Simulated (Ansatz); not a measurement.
A made-up structure of GaH$_{2}$O (charge -1), closed shell:

```
4
angstrom
O -0.9734 -0.4855 1.3721
Ga -0.0218 -0.0109 0.0307
H -0.6772 -1.2875 1.8303
H 1.5233 0.4850 0.1101
```

It is relaxed with PBE-D4/def2-SVPD and then PBE0-D4/def2-TZVPD (Ansatz 0.2.0). Atoms count as bonded within 1.22 times the sum of their covalent radii (H–H: 0.88 Å). The end point is not checked to be a true minimum.

(1) Does its bonding change? (Judge from chemistry; the calculation decides.)

## Answers

(1) The calculation gives: No: no bond forms or breaks.

Where it ends: The first stage lowers the energy by 1.18 eV in 8 steps. It ends as GaH₂O ([OH][GaH]), total charge -1:
```xyz
4
angstrom
O -1.0166 -0.7255 1.2529
Ga -0.2338 0.2317 -0.2074
H -0.2997 -0.9433 1.8522
H 1.4010 0.1382 0.4454
```

Labels in which every atom is bracketed show which atoms are joined, not bond orders.

For scale, one of the runs: PBE0-D4/def2-TZVPD relaxation, 112 basis functions, launched by `ansatz run in.yaml --threads 2 --pin off --events-out ev --progress --plain --max-ram 4352MiB`. The run took about 8.5 s on 2 CPU threads of an Arm Neoverse V2 (shared host).
